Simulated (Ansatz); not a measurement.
`[SiH3]C1=C(Cl)B1` + `O[SiH](F)F` → `F[SiH](F)O[SiH3]` + `ClC1=CB1` at 298.15 K and 1 bar (ligand exchange at the Si–C bond).

Calculated with Ansatz (gas phase, PBE0-D4/def2-TZVP geometries, no zero-point term in ΔE). CBS: MP2 limit from def2 TZ/QZ plus the TZ coupled-cluster correction, frozen cores. One conformer a species, not always the lowest.

| species | CCSD(T)/CBS energy (Eh) | H − E (kJ/mol) | S (J/(mol·K)) |
| --- | --- | --- | --- |
| `[SiH3]C1=C(Cl)B1` | -852.09894 | 149.1 | 346.4 |
| `O[SiH](F)F` | -565.23707 | 91.8 | 297.2 |
| `F[SiH](F)O[SiH3]` | -855.55648 | 140.7 | 376.1 |
| `ClC1=CB1` | -561.81153 | 101.6 | 278.6 |

H − E and S are ideal-gas, rigid-rotor, harmonic terms from PBE0-D4/def2-TZVP, for one conformer and one mirror image of each species. 1 Eh = 2625.50 kJ/mol, R = 8.31446 J/(mol·K).

**Question.** By hand: ΔE, ΔH, ΔS and ΔG.

**Answer.** ΔE = (-855.55648) + (-561.81153) − (-852.09894) − (-565.23707) = -0.03200 Eh = -84.0 kJ/mol. Δ(H − E) = 140.7 + 101.6 − 149.1 − 91.8 = 1.4, so ΔH = -82.6 kJ/mol. ΔS = 376.1 + 278.6 − 346.4 − 297.2 = 11.1 J/(mol·K). ΔG = -82.6 − 298.15 × (11.1)/1000 = -85.9 kJ/mol.

**Question.** By hand: the equilibrium constant, and the temperature at which ΔG would vanish if ΔH and ΔS stayed fixed.

**Answer.** log₁₀ K = −ΔG/(RT ln 10) = 15.0. ΔH and −TΔS have one sign here, so there is no such temperature.

The number of gas molecules stays the same, so ΔS is small and ΔH decides. A doubt of 5 kJ/mol in ΔE shifts log₁₀ K by 0.9 here. Other conformers and mirror images would add mixing entropy, several J/(mol·K) or more a flexible species. Modes under 60 cm⁻¹, often nearly free rotors, make the harmonic entropy too high. These are equilibria of isolated gas molecules and say nothing of rates. Largest T1 diagnostic: 0.012 (customary marks: 0.02 for closed shells, 0.045 for open ones).

ΔS is within the doubt of such terms, so its sign, and with it that verdict, could turn.
